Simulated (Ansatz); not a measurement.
`C1[SiH2][AsH]1`. Total charge 0; spin multiplicity 1. Correlated methods include outer-core shells of As, which these sets cover unevenly. Scalar relativity is left out up to krypton.

```xyz
8

C    -0.3482    0.7478   -0.5052
Si    0.9052   -0.2729    0.3800
As   -1.3395   -0.2899    0.9538
H    -0.6501    0.5071   -1.5182
H    -0.3769    1.8138   -0.2998
H     1.8604    0.4315    1.2637
H     1.4899   -1.4308   -0.3298
H    -1.5407   -1.5066    0.0555
```

Give the diagnostics of a CCSD(T)/def2-TZVPP run (frozen core, Ansatz). (Best estimate.)

Computed: T1 = 0.0118, largest single amplitude 0.017, largest double 0.044, (T) share of the correlation energy 4.1 %, 9 CCSD cycles. The RHF solution is stable towards an unrestricted one. T1 lies under the customary mark of 0.02 for closed shells.
